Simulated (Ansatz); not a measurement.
One change: `[OH][Al]([Cl])[CH2][SiH3]` becomes `[OH][Al]([F])[CH2][SiH3]`.

Ansatz, PBE0-D4/def2-TZVP geometries, multiplicity 1. Each molecule was computed in one conformer, which needn't be the lowest.

| property | `[OH][Al]([Cl])[CH2][SiH3]` |
| --- | --- |
| HOMO energy (ωB97M-V/def2-TZVPP) / eV | -10.76 |
| LUMO energy (PBE/def2-TZVPP) / eV | -1.30 |
| HOMO–LUMO gap (PBE0/def2-TZVPP) / eV | 8.09 |
| size of the dipole moment (PBE/def2-TZVPP) / D | 1.06 |
| HOMO energy (PBE/def2-TZVPP) / eV | -7.30 |
| HOMO energy (B3LYP/def2-TZVPP) / eV | -8.35 |

Q: What does the change do to each property? (Best estimate.)

A: The calculation gave: 
| property | `[OH][Al]([F])[CH2][SiH3]` | shift |
| --- | --- | --- |
| HOMO energy (ωB97M-V/def2-TZVPP) / eV | -10.87 | -0.11 |
| LUMO energy (PBE/def2-TZVPP) / eV | -1.33 | -0.03 |
| HOMO–LUMO gap (PBE0/def2-TZVPP) / eV | 8.17 | 0.08 |
| size of the dipole moment (PBE/def2-TZVPP) / D | 1.05 | -0.01 |
| HOMO energy (PBE/def2-TZVPP) / eV | -7.38 | -0.08 |
| HOMO energy (B3LYP/def2-TZVPP) / eV | -8.45 | -0.10 |

Dipoles are sizes alone; their direction can turn.

Positive LUMOs are unbound, so they and the gaps depend on the basis.

B3LYP here is the variant with VWN-RPA as its local correlation; programs differ in this.
